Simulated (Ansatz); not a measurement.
Species: GaH₃ (charge 0, singlet). SMILES: [GaH3]
Geometry: optimised at B3LYP-D3(BJ)/def2-TZVP (Ansatz, a program for electronic structure).

Computed values are from Ansatz. Valence correlation only, unless marked. UHF or UKS for open shells. No spin-orbit coupling. Frozen are the shells of the preceding noble gas and the d and f shells that filled before the atom's block. Non-relativistic. CBS marks a two-point X^-3 extrapolation of the correlation energy; Hartree-Fock from the larger set (for Q and 5 zeta extrapolated as (X+1)exp(-9√X)).

```
Item                                                                                                           Result
-------------------------------------------------------------------  ------------------------------------------------
atomisation energy De                                                  197.1 kcal/mol at CCSD(T)/CBS(cc-pVQZ,cc-pV5Z)
vertical ionisation energy (to the doublet)                          11.37 eV at CCSD(T)/CBS(def2-TZVPPD,def2-QZVPPD)
vertical electron affinity (to the doublet; negative means unbound)   0.17 eV at CCSD(T)/CBS(aug-cc-pVTZ,aug-cc-pVQZ)
total energy                                                            -1925.1286 Eh at CCSD(T)/CBS(cc-pVQZ,cc-pV5Z)
dipole moment                                                                           0.00 D at CCSD(T)/aug-cc-pVDZ
T1 diagnostic                                                                                   0.008 at CCSD/cc-pV5Z
```
